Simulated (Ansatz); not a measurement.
Input file for Ansatz (a first-principles code): U-r2SCAN/def2-TZVPP on ZnAs, 2S+1 = 4, a spin state set in the input, which need not be the lowest, a point of a bond scan (R = 2.569 Å).

Ansatz 0.2 input:
```yaml
crystal:
  periodic: [false, false, false]
  atoms:
    - {symbol: Zn, position_ang: [0.00000000, 0.00000000, 0.00000000]}
    - {symbol: As, position_ang: [0.00000000, 0.00000000, 2.56904300]}
basis:
  gaussian:
    orbitals: def2-TZVPP
    pivot_positions_ang: [[0.00000000, 0.00000000, 0.00000000], [0.00000000, 0.00000000, 2.56904300]]
hamiltonian:
  xc: {name: r2SCAN}
magnetization: {spin_polarized: true, initial_magnetization: 3}
output: {forces: true, orbitals: {seedname: ./end}}
```

Program output:

```
WARN ansatz: RAYON_NUM_THREADS=1 ignored (pool sized by the plan → 1); use --threads N
Functional definition: r2SCAN
integrals: 0.04 GiB planned
872 factors; their error is unknown
mean field: 0.40 GiB planned
mean field evaluation 1: about -109257.8178 eV, gradient 2.2e1 eV
mean field evaluation 2: about -109254.1971 eV, gradient 5.1e1 eV
mean field evaluation 4: about -109258.9817 eV, gradient 7.6e-1 eV
mean field evaluation 8: about -109258.9733 eV, gradient 5.9e-2 eV
mean field evaluation 16: about -109258.9733 eV, gradient 7.6e-5 eV
mean field -109258.97334725 eV, -4015.1932121194 hartree, gradient 7.6e-5 eV, S^2 3.767357; 0 other end points of the search recorded, 0 dependent functions left out
the calculation of the forces begins
reference -109258.97336055 eV, -4015.1932126082 hartree; 33, 30 occupied and 79, 82 virtual orbitals, 872 factors
Total energy: -109258.97336055 eV, -4015.1932126082 hartree
Atom 0 at     0.000000     0.000000     0.000000 Å, force     0.000000     0.000000     0.199999 eV/Å
Atom 1 at     0.000000     0.000000     2.569043 Å, force     0.000000    -0.000000    -0.199999 eV/Å
Dipole moment:     0.000000     0.000000    -0.122782 e Å
```

The run converged.

Cost: roughly 4 core-seconds.
